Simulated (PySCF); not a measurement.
Compound: CH₅NSSi.
Atom-mapped SMILES: `[H]/[N:1]=[CH:2]\[SiH2:3][SH:4]` (hydrogens: H5 on N1; H6 on C2; H7, H8 on Si3; H9 on S4)

Level of theory: PySCF 2.14.0, PBE0-D3(BJ)/def2-SVP geometry optimisation, gas phase.

(1) List the bond lengths, angles and torsions at this level.

Results:

(1) 
```csv
bond,length (bohr)
N1=C2,2.405
C2–Si3,3.587
Si3–S4,4.057
N1–H5,1.945
C2–H6,2.093
"Si3–H7, Si3–H8",2.823
S4–H9,2.554
```

Bonds in one row agree within 0.02 bohr and their mean is given. A selection of angles:
```csv
angle,degrees
C2–N1–H5,110.7
N1–C2–Si3,125.8
N1–C2–H6,116.6
Si3–C2–H6,117.6
C2–Si3–S4,111.2
C2–Si3–H7,106.3
C2–Si3–H8,111.7
S4–Si3–H7,112.8
S4–Si3–H8,104.4
H7–Si3–H8,110.7
Si3–S4–H9,94.5
```

Dihedral angles: N1–C2–Si3–S4 -124° (anticlinal); H5–N1–C2–Si3 -1° (synperiplanar); H9–S4–Si3–C2 59° (synclinal). The mirror-image conformer, all signs reversed, is as good.

S4 (sulfur bonded to Si and H) is bent (angle 94.5°). Si3 (SiH2 silicon) is distorted tetrahedral (angles from 104.4° to 112.8°). N1 (C=N nitrogen) is bent (angle 110.7°).

Point group: C1 (no symmetry element, even within 0.4 Å). Whether it is a minimum is left open (no frequencies). The numbers are those of one conformer (N1–C2–Si3–S4 -124°, C2–Si3–S4–H 59°).
